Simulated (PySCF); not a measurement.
How exact exchange moves a shielding

Molecule: `InChI=1S/CH2ClF3Si/c2-6-1(3,4)5/h6H2`.

Atom-mapped SMILES (the numbers label the heavy atoms): `[F:1][C:2]([F:3])([F:4])[SiH2:5][Cl:6]` (H(Xn): hydrogen on atom n).

GIAO shieldings (ppm, equivalent atoms averaged) in PySCF 2.14.0 with density-fitted response routines on the PBE0-D3(BJ)/def2-SVP geometry, basis pcSseg-2, gas phase, non-relativistic:

| functional | exact exchange (%) | σ(F1/F3/F4) | σ(C2) | σ(Si5) | σ(Cl6) |
| --- | --- | --- | --- | --- | --- |
| BLYP | 0 | 232.1 | 32.7 | 341.7 | 968.0 |
| BP86 | 0 | 232.2 | 37.9 | 351.4 | 977.9 |
| PBE | 0 | 230.9 | 37.8 | 352.6 | 978.8 |
| B3LYP | 20 | 248.4 | 41.3 | 354.1 | 984.9 |
| mPW1PW91 | 25 | 252.7 | 47.5 | 366.6 | 997.3 |
| BHandHLYP | 50 | 269.2 | 53.7 | 373.9 | 1005.0 |
| HF | 100 | 299.3 | 74.1 | 411.8 | 1033.3 |

Question: Fit each shielding as a line in the percentage of exact exchange.

Answer: σ(F1/F3/F4) = 233.1 + 0.68 x (rms 1.8 ppm); σ(C2) = 35.9 + 0.38 x (rms 2.0 ppm); σ(Si5) = 347.3 + 0.62 x (rms 4.6 ppm); σ(Cl6) = 975.9 + 0.59 x (rms 4.3 ppm). The functionals also differ in their semilocal parts, which the line can't hold; Hartree–Fock has no correlation at all.

Question: What does the line predict for PBE0 (25 %), and what does the run give?

Answer: σ(F1/F3/F4): 250.1 predicted, 251.6 computed; σ(C2): 45.4 predicted, 48.2 computed; σ(Si5): 362.8 predicted, 367.9 computed; σ(Cl6): 990.6 predicted, 998.7 computed ppm.
